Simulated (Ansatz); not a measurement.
Isolated molecules relaxed with PBE0-D4/def2-TZVP in Ansatz; ΔE leaves out vibrations. CCSD(T)/CBS is the MP2 limit (def2-TZVPP, def2-QZVPP) plus CCSD(T) − MP2 in def2-TZVPP, frozen cores. One conformer a species, not always the lowest.

Reaction (redistribution): `C[SiH2][NH][AlH2]` + `BCCCl` → `C[SiH2]CCCl` + `B[NH][AlH2]`

```
            species  CCSD(T)/CBS(def2) energy (Eh)
`C[SiH2][NH][AlH2]`                     -628.72397
            `BCCCl`                     -564.26783
      `C[SiH2]CCCl`                     -868.45023
      `B[NH][AlH2]`                     -324.56557
```

Task: Work out ΔE.

Result: ΔE = (-868.45023) + (-324.56557) − (-628.72397) − (-564.26783) = -0.02400 Eh = -63.0 kJ/mol.

Largest T1 diagnostic among the species: 0.012.

In def2-TZVPP, CCSD(T) changes the Hartree–Fock value by −11.3 kJ/mol (the triples alone add −2.3 kJ/mol) and MP2 by −11.4 kJ/mol. From PBE to PBE0 (25 % exact exchange), in def2-TZVPP and without D4, ΔE moves by +3.5 kJ/mol.
